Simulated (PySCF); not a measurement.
Cartesian coordinates in Å; atom numbers follow the order of the lines, from 1:
```xyz
8

F     1.265   -0.362   -1.209
C     0.782    0.118   -0.057
Cl    1.597   -0.699    1.271
Cl    1.060    1.847    0.009
C    -0.746   -0.217   -0.023
F    -0.861   -1.549   -0.092
Cl   -1.538    0.482   -1.429
Cl   -1.493    0.350    1.459
```

Geometry: PBE0-D3(BJ)/def2-TZVP; GIAO shifts from PySCF 2.14, gas phase, non-relativistic, averaged over equivalent atoms.

At KT3/pcSseg-2 (316 basis functions, 92 s wall time on 1 thread of an Intel Xeon Platinum 8259CL, shared host):
| atoms | δ (ppm) |
| --- | --- |
| F1/F6 | -79.2 |
| C2/C5 | 139.7 |
| Cl3/Cl4/Cl7/Cl8 | 381.4 |

Scale: $^{19}$F (σ = 145.48 ppm) against CFCl3; $^{13}$C (σ = 183.24 ppm) vs TMS; $^{35}$Cl (σ = 942.39 ppm) vs HCl (reference shieldings calculated alike).

Question: What do these become at wB97X-D/pcSseg-2?

Answer: 
```
          atoms  δ at wB97X-D/pcSseg-2  change
          F1/F6                  -70.8    +8.4
          C2/C5                  139.4    -0.3
Cl3/Cl4/Cl7/Cl8                  380.9    -0.5
```

Scale: $^{19}$F (184.95 ppm) against CFCl3; TMS for $^{13}$C (186.29 ppm); $^{35}$Cl (940.66 ppm) against HCl (reference shieldings calculated alike).

The largest change is at F1/F6 (fluorine on an sp3 carbon). Cost: 316 basis functions, 99 s wall time on 1 thread of an Intel Xeon Platinum 8259CL, shared host.

Carbons that carry Cl, above all several Cl atoms, come out too deshielded, partly because spin–orbit coupling is missing. Unscaled 19F shifts against computed CFCl3 carry errors that often reach 10 to 50 ppm.
